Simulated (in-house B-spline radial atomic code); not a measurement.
The numbers below are computed, except where a source is named.
# Building a PAW s channel for Sr, r_c = 3.01 bohr

Sr, [Kr] 5s2, non-relativistic PBE, spherical and spin-unpolarised, from an all-electron radial atomic-structure program (B-spline basis) (atomic units; all potentials screened as in the neutral atom).

Two all-electron partial waves φ1, φ2 are integrated outwards at E1 = ε(5s) = -0.127843 and E2 = E1 + 1 hartree; φ1 is the bound orbital and φ2 has unit norm inside r_c = 3.0094 bohr. Smooth partners are polynomials, r^1(a0 + a1 r² + a2 r⁴ + a3 r⁶), matched to φ and three derivatives at r_c, with no condition on the norm. The local potential is -2.82824 + (0.71043) r² + (-0.0756422) r⁴ + (0.00299378) r⁶ inside 2.5694 bohr and the all-electron one outside.

```
wave     φ(r_c)    φ'(r_c)           a0          a1            a2            a3
   1  0.4820604  0.1528945  -0.06084223  0.06363358  -0.005923888   0.000175826
   2  0.3490304  -1.439364    0.5721968  0.04828125   -0.01786704  0.0007700385
```

Inside r_c the overlaps are <φi φj> = [[0.17373, 0.37361], [0.37361, 1.00000]] and, for the smooth waves, [[0.15348, 0.37629], [0.37629, 1.65832]]. With χj = (Ej − T − V_local) applied to smooth wave j, the program's quadrature gives the matrix B_ij = <smooth i, χj> as [[0.05041, 0.30831], [0.30563, 2.52811]].

Problem. Check the match of the first wave, and find the augmentation charges q_ij.

Solution. At r_c the four terms are -0.18310, 1.73431, -1.46220, 0.39305, which sum to 0.4821, φ1(r_c) to rounding. q_ij is the all-electron overlap less the smooth one: [[0.02025, -0.00268], [-0.00268, -0.65832]]. The smooth first wave has a norm of 0.1535 inside r_c against 0.1737, and q11 > 0 puts back the missing charge.

Problem. B isn't symmetric. Show that D_ij = B_ij + Ej q_ij is.

Solution. Integrating by parts gives B12 − B21 = (E1 − E2) q12: 0.30831 − (0.30563) = 0.00268, and −1 × (-0.00268) = 0.00268. So D12 = 0.30831 + (0.872157)(-0.00268) = 0.30598 and D21 = 0.30563 + (-0.127843)(-0.00268) = 0.30597; D11 = 0.04782, D22 = 1.95395. The projectors, p = (B⁻¹)ᵀ χ, are dual to the smooth waves; det B = 0.033.

Solving (T + V_local + Σ p D p) ψ = E (1 + Σ p q p) ψ in a sphere of 9 bohr, whose wall lifts the free-atom level a little, gives these levels:

```json
{"all-electron": "-0.123038", "one projector": "-0.512159", "two projectors": "-2.815380"}
{"all-electron": "0.150977", "one projector": "-0.123038", "two projectors": "-0.123038"}
{"all-electron": "0.555173", "one projector": "0.149489", "two projectors": "0.150844"}
{"all-electron": "1.122190", "one projector": "0.537813", "two projectors": "0.554961"}
{"all-electron": "1.838990", "one projector": "1.044610", "two projectors": "1.121700"}
```

Problem. What does the second projector gain?

Solution. With one projector a ghost lies below the reference level, so the set fails. With two a ghost lies below the reference level, so the set fails. The lowest eigenvalue of the overlap operator is 1 with one and 0.09048 with two projectors. The smooth orbital alone needs a cutoff of 1.84 hartree for 1 millihartree of kinetic energy, against 3.08 for a norm-conserving Troullier-Martins orbital of the same radius, which is no gain while the set fails. The first smooth wave changes sign inside r_c, since a0 and φ(r_c) differ in sign; such a node invites a ghost below the level.
